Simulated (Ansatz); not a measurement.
The first iterations of a band of CH4BOSb (8 atoms, charge 0, multiplicity 1).

All numbers below come from RKS CAM-B3LYP-D4/def2-SVP in Ansatz 0.2.0.

```
movable images  : 1
climbing image  : yes
spring          : 5.0 eV/Å²
optimiser       : quadratic models (default)
start path      : through a guess of the saddle point
force threshold : 0.05 eV/Å
iteration limit : 60
end points      : relaxed
```

Image 0:

```xyz
8
Properties=species:S:1:pos:R:3
B -0.363 0.597 -0.704
C 0.722 0.360 0.395
O 0.896 -1.050 0.482
Sb -0.510 -1.651 -0.869
H -0.844 1.605 -1.145
H 0.357 0.789 1.357
H 1.682 0.886 0.204
H -1.847 -1.593 0.224
```

Image 2:

```xyz
8
Properties=species:S:1:pos:R:3
B -0.340 0.665 -0.962
C 0.366 0.263 0.400
O 0.262 -1.204 0.445
Sb -0.945 -1.267 -1.560
H -0.424 1.778 -1.404
H -0.129 0.691 1.288
H 1.436 0.522 0.464
H -0.134 -1.504 1.273
```

| iteration | highest image above the first end (eV) | largest band force component (eV/Å) |
| --- | --- | --- |
| 1 | 5.753 | 20.010 |
| 2 | 1.903 | 4.435 |
| 3 | 1.513 | 2.431 |
| 4 | 1.215 | 1.216 |
| 5 | 0.746 | 1.198 |
| 6 | 0.516 | 1.281 |

Q: Does the band converge within its limit, and where does its top end?

A: It converged. It ended after 19 iterations with the highest image 1.391 eV above the first end. Neighbouring images differ by up to 1.7 eV, so the band resolves the path poorly. Another band between the same ends (7 images) ends at a top of the same energy, where a vibrational analysis finds 1 clearly imaginary mode. So few images can step over the top or miss a turn of the path. The orbitals stay closed-shell, which can raise the energy where a bond breaks towards radicals; this wasn't checked here.

Run time: 55 s on 2 threads of Arm Neoverse V1, on a shared host, peak memory 0.22 GiB.
